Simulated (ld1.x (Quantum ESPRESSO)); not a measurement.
Reading a pseudo-wave (F)

Columns: radius, all-electron u(r) and pseudo u(r) of the 2s shell (level -29.65 eV) of fluorine in the configuration [He] 2s2 2p5; LDA (PZ), scalar-relativistic, PAW scheme, ld1.x (Quantum ESPRESSO) 7.5.

```
r (bohr)  all-electron   pseudo
   0.050        0.3818  -0.0897
   0.100        0.4493  -0.1795
   0.150        0.3526  -0.2694
   0.200        0.1785  -0.3591
   0.250       -0.0228  -0.4482
   0.300       -0.2227  -0.5358
   0.350       -0.4061  -0.6208
   0.400       -0.5655  -0.7017
   0.450       -0.6984  -0.7769
   0.500       -0.8049  -0.8447
   0.550       -0.8867  -0.9034
   0.600       -0.9463  -0.9514
   0.650       -0.9865  -0.9873
   0.700       -1.0102  -1.0102
   0.750       -1.0200  -1.0200
   0.800       -1.0184  -1.0184
   0.850       -1.0075  -1.0075
   0.900       -0.9892  -0.9892
   0.950       -0.9652  -0.9652
   1.000       -0.9368  -0.9368
   1.050       -0.9051  -0.9051
   1.100       -0.8711  -0.8711
   1.150       -0.8357  -0.8357
   1.200       -0.7994  -0.7994
   1.250       -0.7627  -0.7627
   1.300       -0.7262  -0.7262
```

Q: How many radial nodes do the two functions have?

A: The all-electron 2s function has n − l − 1 = 1; the pseudo-wave has 0, since the states of the same l below it are removed with the core.

Q: At about which radius was the pseudo-wave matched?

A: 0.70 bohr, where the columns begin to agree (steps of 0.05 bohr).

Q: Is the pseudo-wave norm-conserving?

A: No, it belongs to a PAW set: the norm inside the radius is not constrained, and the difference is carried by the augmentation charge.
